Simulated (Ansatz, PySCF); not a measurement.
W(NH)2(F)(OSiH3) (FH5N2OSiW), SMILES [W](=[NH])([F])(=[NH])[O][SiH3], multiplicity 1. Atoms are numbered in the order given.

```xyz
11

W     -0.4845    -0.0275     0.0909
N     -0.3417    -1.3043     1.2696
H     -0.3547    -2.2562     1.6199
N     -0.9267    -0.7158    -1.4488
H     -1.1576    -1.4487    -2.1110
F     -1.8631     1.1313     0.6385
O      1.2133     0.7704    -0.1017
Si     2.8458     0.7755    -0.4510
H      3.0540     0.3434    -1.8639
H      3.5546    -0.1619     0.4686
H      3.3549     2.1625    -0.2598
```
Charge 0, spin multiplicity 1.

Geometry optimised at PBE0-D3(BJ)/def2-SVP. The multiplicity is an assumed one; other spin states were not compared. The def2 effective core potentials stand for the cores of W; spin–orbit coupling is left out. The values are those of a single conformer.

Two levels are set side by side: PBE-D3(BJ)/def2-SVP (Ansatz, a program for electronic structure) and PBE0-D3(BJ)/def2-SVP (Ansatz). Each level has its own optimised geometry; the coordinates shown are those of the second. Frequencies come from the Hessian of PySCF at each geometry. Differences are taken from unrounded values.

```csv
quantity,PBE0-D3(BJ)
mean bond length (Å),1.543
bond W1–N2 (Å),1.744
bond W1–N4 (Å),1.744
bond W1–F6 (Å),1.882
bond W1–O7 (Å),1.886
bond O7–Si8 (Å),1.670
bond N2–H3 (Å),1.014
bond N4–H5 (Å),1.014
bond Si8–H9 (Å),1.492
bond Si8–H10 (Å),1.492
bond Si8–H11 (Å),1.490
highest harmonic wavenumber (cm⁻¹),3677
mean harmonic wavenumber (cm⁻¹),978
zero-point energy (kcal/mol),37.75
```

Problem. What does PBE-D3(BJ) give, and how far is it from PBE0-D3(BJ)? (An estimate is asked for; the answer gives what the named calculation found.)

Solution. 
```
quantity                            PBE-D3(BJ)  PBE-D3(BJ) minus PBE0-D3(BJ)
----------------------------------  ----------  ----------------------------
mean bond length (Å)                     1.556                         0.014
bond W1–N2 (Å)                           1.763                         0.019
bond W1–N4 (Å)                           1.763                         0.019
bond W1–F6 (Å)                           1.896                         0.014
bond W1–O7 (Å)                           1.901                         0.015
bond O7–Si8 (Å)                          1.686                         0.016
bond N2–H3 (Å)                           1.023                         0.009
bond N4–H5 (Å)                           1.023                         0.009
bond Si8–H9 (Å)                          1.503                         0.011
bond Si8–H10 (Å)                         1.503                         0.011
bond Si8–H11 (Å)                         1.501                         0.011
highest harmonic wavenumber (cm⁻¹)        3552                          -125
mean harmonic wavenumber (cm⁻¹)            940                           -38
zero-point energy (kcal/mol)             36.30                         -1.45
```

Exact exchange shortens and stiffens bonds; PBE has none. Differences between two approximate levels are no errors against the true value.
